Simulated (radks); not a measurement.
The numbers below are computed, except where a source is named.
Problem. Pm2+, configuration [Xe] 4f5. Level of theory: scalar-relativistic Kohn-Sham, LDA (Slater exchange, Perdew-Wang correlation), spin-polarised, spherical densities, finite nucleus; open shells are filled with parallel spins first (spin-orbit coupling, left out, can overturn this in heavy ions); Fermi nuclear charge, rms radius 4.962 fm; hard spherical wall at 3 bohr (a radial shooting solver on a logarithmic mesh with Libxc functionals). Some entries of the table are withheld. Estimate them.

orbital  occ.  eigenvalue (eV)  <r> (bohr)  <r^2> (bohr^2)
1s down     1        -44976.21     0.02320       0.0007328
1s up       1        -44976.21     0.02320       0.0007328
2s up       1        -7316.319     0.09904         0.01158
2s down     1        -7316.275     0.09903         0.01158
2p up       3        -6537.739     0.08713        0.009267
2p down     3        -6537.710     0.08713        0.009267
3s up       1        -1597.893      0.2609         0.07779
3s down     1        -1596.377      0.2608         0.07770
3p up       3        -1353.325      0.2591         0.07781
3p down     3        -1351.823      0.2589         0.07770
3d up       5        -1016.924      0.2365         0.06581
3d down     5        -1015.745      0.2362         0.06568
4s up       1        -321.8769      0.5940          0.3984
4s down     1        -318.1224      0.5939          0.3982
4p up       3        -241.6707      0.6294          0.4508
4p down     3        -237.9177      0.6293          0.4508
4d up       5        -128.3699      0.6916          0.5558
4d down     5        -124.6521      0.6922          0.5572
5s up       1         -49.4828       1.401           2.173
5s down     1         -47.2780       1.412           2.208
5p up       3         -29.0844       1.537           2.598
5p down     3         -27.2499       1.550           2.638
4f up       5          -8.3879      0.9599           1.148
4f down     0          -5.1193      0.9815           1.203
5d up       0          -0.0977       1.726           3.243
5d down     0           1.2855       1.737           3.280
6s up       0          25.5002       1.859           3.885
6s down     0          26.8942       1.856           3.879
6p up       0          42.6371         (1)           3.813
6p down     0          44.1210         (2)           3.802

Solution. 
(1) 6p up <r> (bohr): 1.827
(2) 6p down <r> (bohr): 1.823
